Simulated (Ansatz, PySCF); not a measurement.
Process, species as SMILES: C=C (C2H4) [ethene] -> C=C (C2H4) as triplet, charge 0
Each molecule is optimised on its own at B3LYP-D3(BJ)/def2-TZVP (Ansatz, an electronic-structure program). A spin state is the lowest found, not a proven ground state.

Property: adiabatic triplet-singlet gap (0 K, with B3LYP-D3(BJ) harmonic zero-point energies from PySCF), in kJ/mol. Cores are frozen in the correlated levels unless marked. UHF or UKS for open shells. Spin-orbit coupling is left out. No relativistic terms. CBS marks a two-point X^-3 extrapolation of the correlation energy; Hartree-Fock from the larger set. [CCSD(T)-MP2]/basis is that difference in the basis named.

```tsv
level	program	adiabatic triplet-singlet gap (kJ/mol)
HF/aug-cc-pVTZ	Ansatz	168.7
BP86-D4/def2-TZVPD	PySCF + dftd4	255.3
TPSS-D4/def2-TZVPD	PySCF + dftd4	245.7
B3LYP/def2-TZVPD	Ansatz	255.3
RI-MP2/aug-cc-pVQZ	Ansatz	282.8
RI-MP2/def2-QZVPP	Ansatz	282.3
RI-MP2/CBS(aug-cc-pVTZ,aug-cc-pVQZ)+[CCSD(T)-MP2]/aug-cc-pVTZ	Ansatz	274.8
```
